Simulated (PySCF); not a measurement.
Radial density of Re (rhenium, neutral)

r2SCAN, [Xe] 4f14 5d5 6s1 7s1, high-spin 8S determinant (an excited configuration). Calculation: PySCF 2.14, in x2c-TZVPPall with one added diffuse shell each of s, p, d, f type (12s8p8d4f1g, 113 functions); the spin-free X2C one-electron Hamiltonian (Gaussian nucleus).

| r (bohr) | 4πr²ρ (e/bohr) | 4πr²(ρα − ρβ) |
| --- | --- | --- |
| 0.0137 | 103.5 | 0.0003 |
| 0.0231 | 90.32 | -0.0043 |
| 0.0388 | 118.4 | 0.0180 |
| 0.0652 | 132.9 | 0.1271 |
| 0.110 | 108.1 | 0.2769 |
| 0.185 | 116.0 | 0.0082 |
| 0.310 | 66.72 | 0.3684 |
| 0.522 | 63.77 | 0.1056 |
| 0.878 | 20.88 | 1.1644 |
| 1.48 | 8.649 | 3.3288 |
| 2.49 | 1.942 | 1.7543 |
| 4.18 | 0.2728 | 0.2725 |
| 7.03 | 0.1590 | 0.1589 |
| 11.8 | 0.05589 | 0.0559 |
| 19.9 | 0.0002790 | 0.0003 |

Densities and radii are taken from the X2C orbitals without a picture-change correction, which distorts them close to the nucleus.

Spin-orbit coupling, which splits the p, d and f shells strongly at this Z, is absent. The outer electron is Rydberg-like, and this basis confines it to a smaller radius and binds it less than a complete one would.

**Question.** Where is the radial spin density 4πr²(ρα − ρβ) most negative, and why is it negative at all?

**Answer.** Around r = 0.0231 bohr, down to -0.0043 e/bohr: exchange with the open shell polarises the paired shells in an unrestricted calculation.
